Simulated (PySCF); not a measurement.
## Identify the compound

Molecular formula: C3H11NOSi3. Simulated spectra:

¹H NMR (500 MHz, computed): δ 8.64 (m, 1H), 8.64 (m, 1H), 3.47 (s, 6H), 2.77 (s, 3H).

¹³C{¹H} NMR (computed): δ 253.3 (C), 172.2 (CH2), 40.4 (CH3).

[PySCF 2.14: structure optimised with GFN2-xTB; NMR shieldings at PBE0/pcSseg-1/GIAO; one computed conformer; in vacuum; equivalent nuclei averaged; no relativistic terms]

References, each an isolated molecule treated in the same way: TMS for ¹H and ¹³C.

Q: Which candidate is it?
A. C=CC(=O)[SiH2]N([SiH3])[SiH3]
B. C[SiH2]O[Si@H]1C=C[SiH2]N1
C. C=N[Si]([SiH3])([SiH3])C(C)=O
D. N#CCCO[SiH]([SiH3])[SiH3]

A: C. 

1. Rings plus π bonds: 2 (no ring in the answer).
2. 3 carbon signals for 3 carbons: no two carbons are equivalent.
3. Carbon types of the structure: 1 × C, 1 × CH2, 1 × CH3, leaving 6 H on heteroatoms.
4. δC 253.3: carbonyl carbon.
5. δC 172.2: C=N carbon.
6. δC 40.4: methyl carbon α to a carbonyl; the adjacent C=O deshields it moderately.
7. δH 8.64, 8.64: hydrogen on a C=N carbon.
8. δH 2.77: hydrogen on a methyl carbon α to a carbonyl; α to C=O.

The others: C[SiH2]O[Si@H]1C=C[SiH2]N1 would give 8 signals for carbon-bound and other non-exchanging H, not 4; N#CCCO[SiH]([SiH3])[SiH3] has carbons computed at 120.6, 67.7, 21.4, with a different DEPT pattern; C=CC(=O)[SiH2]N([SiH3])[SiH3] would give 5 signals for carbon-bound and other non-exchanging H, not 4.

Shifts are as computed. Against solution values, carbons near 30 ppm lie about +3 ppm off and those near 130 ppm about +5 ppm. Of 1309 compounds with measured shifts, 239 miss one by over three times the rms of a fit or turn the order of signals round; such compounds aren't used in these exercises. No couplings were computed; multiplicities are counted from neighbouring protons, with m where these are inequivalent, close in shift, in a saturated or five-membered ring or joined by F or P, and br s for small geminal =CH2 splittings.
